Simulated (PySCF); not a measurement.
Al(H)(F)(NMe2) (C2H7AlFN), SMILES [AlH]([F])[N](C)C.

Geometry optimised at PBE-D3(BJ)/def2-SVP. One conformer was computed; it need not be the lowest.

All values below come from B3LYP/def2-TZVP (PySCF).

Gas-phase values at a fixed geometry.

The total energy is -477.67849 hartree, the point group is Cs and the highest occupied level comes out as -6.39 eV. The lowest empty level is -0.62 eV and the orbital gap is 5.78 eV. The dipole moment is 1.94 D, the quadrupole, principal values (traceless, Buckingham form, about the centre of nuclear charge) is -5.70, 0.89, 4.81 D·Å and the mean static polarisability is 59.9 bohr³ (8.88 Å³). The polarisability, principal values is 49.6, 59.3, 70.7 bohr³.
